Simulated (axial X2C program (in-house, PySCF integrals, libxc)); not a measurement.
Potential curves of AsN, with spin–orbit coupling

Computed with an in-house all-electron X2C program for linear molecules (integrals from PySCF). Two-component (2c) means X2C with spin–orbit coupling and atomic mean-field two-electron Coulomb and Gaunt terms. Basis: As dyall-cv3z [9s9p6d4f1g], N dyall-av3z [7s7p3d2f] (cores contracted in-house); Gaussian nuclei, density fitting, unrestricted open shells. Masses: As 74.922 u, N 14.003 u.

State: Ω = 0 (closed shell). Energies in eV from the fragments at the same level (As + N). Fits are polynomials in 1 − R0/R over 0.85 to 1.23 times the lowest point R0.

```
 R (Å)     PBE0     TPSS
1.3937  -2.7997  -3.0762
1.4578  -3.8538  -4.1846
1.5059  -4.3072  -4.6833
1.5539  -4.5396  -4.9638
1.6020  -4.6002  -5.0754
1.6581  -4.5045  -5.0417
1.7141  -4.2759  -4.8772
1.7862  -3.8447  -4.5306
1.8743  -3.1860  -3.9768
2.0025  -2.1049  -3.0467
```

The state is one determinant whose occupation by symmetry is held fixed; it was picked as the lowest of a PBE0 search that is not exhaustive. The closed shell is kept restricted, so the energy runs too high when the bond is stretched far. Dissociation energies refer to the lowest single-determinant-based atoms at the same level and basis.

Fit the PBE0 curve near its minimum: give the equilibrium distance, the harmonic wavenumber and the well depth.

At PBE0, 2c: Re = 1.598 Å, ωe ≈ 1160 cm⁻¹, De = 4.60 eV to As + N; Be follows as 0.56 cm⁻¹.

Fit the TPSS curve near its minimum: give the equilibrium distance, the harmonic wavenumber and the well depth.

At TPSS, 2c: Re = 1.617 Å, ωe ≈ 1090 cm⁻¹, De = 5.08 eV to As + N; Be follows as 0.546 cm⁻¹.
